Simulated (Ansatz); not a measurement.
Cost and result for the atomization energy of C2H3AlClNO, SMILES `[CH3][Al]([Cl])[N]=C=O` (9 atoms, 8 bonds).

```xyz
9

C    -0.1988    0.9493    1.4331
Al   -0.1323   -0.6110    0.3049
Cl   -0.5022   -2.5397    1.0229
N     0.2482   -0.4792   -1.4117
C     0.4890   -0.5491   -2.5809
O     0.7259   -0.5991   -3.7204
H    -0.9631    1.6463    1.0766
H    -0.4217    0.6985    2.4714
H     0.7551    1.4839    1.4041
```

Charge 0, multiplicity 1. Geometry: relaxed with PBE0-D4/def2-TZVP. It is one conformer, not always the lowest. Program: Ansatz. All runs use 4 threads of an Arm Neoverse V1 on a shared host. Times are those of one run each, without the atoms' runs, and a repeat can differ threefold. Electronic energies, without spin–orbit coupling; frozen cores. CCSD(T)/CBS adds CCSD(T) − MP2 in def2-TZVPP to the MP2 limit, and its time is that of the two runs behind it. T1 = 0.014. B3LYP takes the VWN-RPA correlation (the form of Gaussian; ORCA's B3LYP/G). HSE06 is the plane-wave form, built on full-range PBE exchange.

CCSD(T)/CBS is a level of theory with its own doubt, some kJ/mol a heavy atom from the limit and from the frozen cores, so smaller differences don't rank the functionals.

| level | functions | wall time | atomization (kJ/mol) | difference from CCSD(T)/CBS | per bond |
| --- | --- | --- | --- | --- | --- |
| revPBE-D4/def2-TZVPP | 250 | 2 s | 3831.0 | 28.7 | 3.6 |
| PBE-D4/def2-TZVPP (with forces) | 250 | 2.6 s | 3947.1 | 144.8 | 18.1 |
| PBE0-D4/def2-TZVPP | 250 | 3.3 s | 3834.6 | 32.3 | 4.0 |
| BHLYP-D4/def2-TZVPP | 250 | 3.5 s | 3656.1 | -146.2 | -18.3 |
| HSE06-D4/def2-TZVPP | 250 | 3.6 s | 3838.2 | 35.9 | 4.5 |
| B3LYP-D4/def2-TZVPP (with forces) | 250 | 4.9 s | 3812.2 | 9.9 | 1.2 |
| B2PLYP/def2-TZVPP | 250 | 5.5 s | 3786.1 | -16.2 | -2.0 |
| CCSD(T)/def2-SVP | 107 | 5.5 s | 3595.2 | -207.1 | -25.9 |
| PBE-QIDH/def2-TZVPP | 250 | 6 s | 3796.2 | -6.1 | -0.8 |
| ωB97M-V/def2-TZVPP (with forces) | 250 | 12 s | 3831.2 | 28.9 | 3.6 |
| MP2/def2-QZVPP | 458 | 19 s | 3897.9 | 95.6 | 11.9 |
| CCSD(T)/def2-TZVPP | 250 | 2.7 min | 3688.8 | -113.5 | -14.2 |
| CCSD(T)/CBS(def2) | – | 3 min | 3802.3 | 0.0 | 0.0 |

At CCSD(T), def2-SVP lies −207.1 kJ/mol from the extrapolated value and def2-TZVPP −113.4 kJ/mol: correlation converges slowly with the basis, and small sets miss more of it in the bonded molecule than in its fragments. Leaving LDA and LC-ωPBE aside and taking each functional with its dispersion term where it has one, the values spread over 290.9 kJ/mol, from BHLYP-D4 to PBE-D4. LDA lies +483.2 kJ/mol from PBE without D4, its usual overbinding. In def2-TZVPP, CCSD(T) changes the Hartree–Fock value by +993.5 kJ/mol (the triples alone add +81.5 kJ/mol) and MP2 by +1135.4 kJ/mol; breaking electron pairs costs correlation energy, which Hartree–Fock lacks.
